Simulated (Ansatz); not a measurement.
`[SiH3]SC1=CN1`. Total charge 0; spin multiplicity 1. All single points use the PBE0-D4/def2-TZVP geometry. It is one conformer, not always the lowest.

```xyz
10

Si    1.797   -0.310   -0.443
S     0.581   -0.901    1.243
C    -0.877   -0.241    0.665
C    -2.135   -0.094    0.522
N    -1.271    0.764   -0.372
H     1.359   -0.985   -1.685
H     1.780    1.161   -0.596
H     3.147   -0.781   -0.046
H    -3.177   -0.309    0.658
H    -1.203    1.695    0.053
```

(1) What is the dipole moment at PBE/def2-TZVPP? (Estimate.)

(2) And with r2SCAN, B3LYP, ωB97M-V? (Best estimate.)

(3) Give the Mulliken charges with PBE, ωB97M-V, B3LYP in def2-TZVPP. (Best estimate.)

## Answers

(1) Ansatz gave: 0.76 D, with components (0.09, 0.28, 0.70) D in this frame, pointing from negative to positive charge.

(2) Computed: r2SCAN 0.75 D, B3LYP 0.78 D, ωB97M-V 0.79 D.

(3) Computed: 
```tsv
atom	PBE	ωB97M-V	B3LYP
Si1	0.22	0.16	0.29
S2	-0.12	-0.10	-0.14
C3	0.05	0.03	0.02
C4	-0.05	-0.05	-0.03
N5	-0.35	-0.37	-0.38
H6	-0.02	0.00	-0.03
H7	-0.03	-0.01	-0.04
H8	-0.04	-0.01	-0.05
H9	0.19	0.20	0.21
H10	0.16	0.13	0.15
```

B3LYP here is the variant with VWN-RPA as its local correlation; programs differ in this.
